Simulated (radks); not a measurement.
The numbers below are computed, except where a source is named.
Trend from La4+ to Lu4+: ionisation energy by Delta-SCF between NIST ground configurations, and size. Level of theory: scalar-relativistic Kohn-Sham, SCAN, spin-unpolarised, spherical densities, finite nucleus; meta-GGA in the generalised Kohn-Sham scheme; Fermi nuclear charge, rms radius of each element as measured or else 0.836 A^(1/3) + 0.57 fm (a radial shooting solver on a logarithmic mesh with Libxc functionals).

\begin{tabular}{lrrrrrrr}
species & configuration & IE (eV) & NIST (eV) & kind & -e(HOMO) (eV) & outermost & <r> outermost (bohr) \\ \hline
La4+ & [Kr] 4d10 5s2 5p5 & 63.766 & 62 & semi-emp. & 57.480 (5p) & 5p & 1.71 \\
Ce4+ & [Xe] & 67.152 & 65.6 & semi-emp. & 60.631 (5p) & 5p & 1.64 \\
Pr4+ & [Xe] 4f1 & 58.157 & 57.53 & semi-emp. & 47.818 (4f) & 5p & 1.61 \\
Nd4+ & [Xe] 4f2 & 69.971 & - &  & 49.112 (4f) & 5p & 1.58 \\
Pm4+ & [Xe] 4f3 & 71.306 & - &  & 50.291 (4f) & 5p & 1.55 \\
Sm4+ & [Xe] 4f4 & 62.063 & 62.7 & semi-emp. & 51.367 (4f) & 5p & 1.52 \\
Eu4+ & [Xe] 4f5 & 73.862 & - &  & 52.351 (4f) & 5p & 1.49 \\
Gd4+ & [Xe] 4f6 & 75.095 & - &  & 53.254 (4f) & 5p & 1.47 \\
Tb4+ & [Xe] 4f7 & 76.299 & - &  & 54.081 (4f) & 5p & 1.44 \\
Dy4+ & [Xe] 4f8 & 77.482 & - &  & 54.840 (4f) & 5p & 1.42 \\
Ho4+ & [Xe] 4f9 & 78.643 & - &  & 55.534 (4f) & 5p & 1.40 \\
Er4+ & [Xe] 4f10 & 79.785 & - &  & 56.168 (4f) & 5p & 1.38 \\
Tm4+ & [Xe] 4f11 & 80.920 & - &  & 56.746 (4f) & 5p & 1.36 \\
Yb4+ & [Xe] 4f12 & 82.045 & - &  & 57.270 (4f) & 5p & 1.34 \\
Lu4+ & [Xe] 4f13 & 69.457 & 66.8 & semi-emp. & 57.745 (4f) & 5p & 1.32 \\
\end{tabular}

Reference values: NIST Atomic Spectra Database (exp. = measured, semi-emp. = semi-empirical, theory = theoretical value adopted there). Spin polarisation and multiplet splitting are left out, so open shells lie too high by an amount that depends on their filling. Spin-orbit splitting is averaged out at the scalar-relativistic level.

Beside tabulated values, note that spin-unpolarised runs miss the spin-polarisation part of the exchange energy of open shells. No tabulated value is given for the 4+ ions of Nd, Pm and Eu to Yb, where it belongs to another shell than the one emptied here.
